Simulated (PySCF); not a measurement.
## Correlation energy of S³⁺ (sulfur, charge +3)

[Ne] 3s2 3p1, 2P determinant. Computed with PySCF 2.14 in x2c-SVPall, with scalar relativity by spin-free X2C-1e. Frozen: [Ne]; 3 electrons correlated.

MP2 pair energies summed by pair of shells (mhartree):

```tsv
pair	energy	share (%)
3s-3s	-24.61	57.9
3s-3p	-17.89	42.1
```

Total MP2 correlation energy: -42.50 mhartree.

Same-spin part -2.45 and opposite-spin part -40.05 mhartree; SCS-MP2 scales them by 1/3 and 6/5 to -48.88 mhartree.

```json
{"level": "CCSD", "correlation energy (mhartree)": "-63.14"}
{"level": "(T)", "correlation energy (mhartree)": "-0.60"}
{"level": "CCSD(T)", "correlation energy (mhartree)": "-63.74"}
```

Diagnostics: T1 = 0.0085, D1 = 0.0199, largest double amplitude 0.107.

Is a single reference adequate?

Mostly. T1 lies below 0.03, but a double amplitude of this size points to a near-degeneracy that CCSD handles and MP2 describes poorly.
